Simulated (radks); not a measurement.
Trend from Li+ to Ne+: ionisation energy by Delta-SCF between NIST ground configurations, and size. Calculated with a radial shooting solver on a logarithmic mesh with Libxc functionals: non-relativistic Kohn-Sham, LDA (Slater exchange, Perdew-Wang correlation), spin-polarised, spherical densities, point nucleus; open shells are filled with parallel spins first.

species  configuration  IE (eV)  NIST (eV)       kind  -e(HOMO) (eV)  outermost  <r> outermost (bohr)
Li+               [He]   74.561     75.640     theory    59.591 (1s)         1s                 0.585
Be+           [He] 2s1   18.253     18.211       exp.    14.299 (2s)         2s                  2.26
B+            [He] 2s2   24.552     25.155       exp.    19.405 (2s)         2s                  1.79
C+        [He] 2s2 2p1   24.682     24.383       exp.    17.822 (2p)         2s                  1.49
N+        [He] 2s2 2p2   30.164     29.601  semi-emp.    22.116 (2p)         2s                  1.28
O+        [He] 2s2 2p3   35.563     35.121       exp.    26.438 (2p)         2s                  1.12
F+        [He] 2s2 2p4   35.157     34.971       exp.    26.191 (2p)         2p                  1.01
Ne+       [He] 2s2 2p5   41.582     40.963       exp.    31.388 (2p)         2p                 0.893

Reference values: NIST Atomic Spectra Database (exp. = measured, semi-emp. = semi-empirical, theory = theoretical value adopted there). Open shells are spherical and high-spin; term and fine-structure splittings are not resolved.
